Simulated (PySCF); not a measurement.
# Vertical excitation energies

Compound: C4H9FN2Si.
SMILES: `[H]/N=C\[C@@H]1C[Si@H](CF)N1`

Level of theory: TDDFT CAM-B3LYP/def2-SVPD, vertical, gas phase, core orbitals frozen in the response (PySCF). One conformer (not necessarily the lowest) at the GFN2-xTB geometry, without solvent, vibrations or thermal averaging. Torsions of this conformer, `[H]/[N:1]=[CH:2]\[C@@H:3]1[CH2:4][Si@H:5]([CH2:6][F:7])[NH:8]1`: N1–C2–C3–C4 98°, C4–Si5–C6–F7 105°.

| state | E (eV) | λ (nm) | f | \|μ\| (D) | main configurations (H = HOMO, L = LUMO) |
| --- | --- | --- | --- | --- | --- |
| S1 | 5.22 | 237.5 | 0.0022 | 0.33 | H→L (28%), H-1→L (16%), H→L+1 (14%) |
| S2 | 5.93 | 209.0 | 0.0093 | 0.64 | H→L (50%), H-1→L (40%) |
| S3 | 6.60 | 187.9 | 0.0045 | 0.43 | H→L+1 (55%), H-1→L+1 (26%) |
| S4 | 6.87 | 180.4 | 0.048 | 1.35 | H-1→L (22%), H-2→L (21%), H-1→L+1 (17%) |
| S5 | 7.08 | 175.2 | 0.024 | 0.95 | H→L+2 (25%), H→L+3 (24%), H-1→L+2 (18%) |
| S6 | 7.20 | 172.3 | 0.014 | 0.71 | H→L+3 (35%), H→L+2 (14%), H-1→L+2 (10%) |
| S7 | 7.24 | 171.4 | 0.012 | 0.67 | H-2→L (44%), H-1→L+1 (15%) |
| S8 | 7.63 | 162.5 | 0.031 | 1.03 | H→L+5 (26%), H-1→L+3 (22%), H→L+3 (12%) |

Triplets (Tamm–Dancoff): T1 4.43 eV, H→L (20%), H-1→L (17%), H→L+1 (14%); T2 5.23 eV, H-2→L (14%), H-3→L (10%), H-2→L+1 (10%); T3 5.64 eV, H→L (50%), H-1→L (34%).

The lowest singlet lies at 5.22 eV (237 nm, ultraviolet) and is very weak; its leading configuration is HOMO→LUMO (28%). The strongest level in the table is S4 at 6.87 eV (180 nm, f = 0.048). Löwdin shares by element: HOMO nitrogen 50%, carbon 23% or more (atoms not listed hold the other 27%); LUMO silicon 22%, carbon 19% or more, nitrogen 11% or more (atoms not listed hold the other 49%). Orbital energies (eV): HOMO-3 -10.48, HOMO-2 -9.88, HOMO-1 -8.90, HOMO -8.66, LUMO 0.55, LUMO+1 1.07, LUMO+2 1.25. The listed states span 2.41 eV, and the widest gap between neighbours is 0.71 eV (S1 to S2). Weighted by f, the mean energy of these states is 7.04 eV. Singlets were solved by full linear response, triplets in the Tamm–Dancoff approximation.
